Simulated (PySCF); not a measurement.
Molecule: CH7BGe, SMILES B[CH2][GeH3]. Atoms near the plane z = 1.2 Å, at the CAM-B3LYP/def2-SVP optimised geometry (x, y, z in Å): B1 (1.5, -1.1, 0.0), C2 (0.0, -1.1, 0.0), Ge3 (-0.6, 0.8, 0.0), H4 (2.1, -1.1, 1.0), H6 (-0.5, -1.5, 0.9), H9 (-2.1, 0.9, 0.0), H10 (-0.1, 1.5, 1.3).

Level of theory: CAM-B3LYP/def2-TZVP run with PySCF. The values are rescaled to run from 0 to 1.

```
|999999999999999999999999999|
|999999999999999999999999999|
|999999999999999999999999999|
|999999999999999999999999999|
|999999999999999999999999999|
|999999999999999999999999999|
|999999999999999999999999999|
|999999999999999999999999999|
|999999999999839999999999999|
|999999999999609999999999999|
|999999999999889999999999999|
|999999999999999999999999999|
|999999999999999999999999999|
|999999999999999999999999999|
|999999999999999999999999999|
|999999999999999999999999999|
|999999999999999999909999999|
|999999999999999999999999999|
|999999999999999999999999999|
|999999999999999999999999999|
|999999999999999999999999999|
|999999999999999999999999999|
|999999999999999999999999999|
|999999999999999999999999999|
|999999999999999999999999999|
|999999999999999999999999999|
|999999999999999999999999999|
```
Scale: ten equal steps from 0.000 (start of '0') to 1.00 (end of '9'), in the order '0123456789'; x runs from -4.50 to 4.50, y from -4.50 (bottom) to 4.50 (top).

### Question
Which quantity is mapped?
A) electron localisation function
B) deformation density (molecule minus spherical neutral atoms)
C) Laplacian of the electron density
D) electrostatic potential

### Answer
C, Laplacian of the electron density. In full: Laplacian of the electron density (e/bohr⁵), clipped to [-1.50, 1.50].
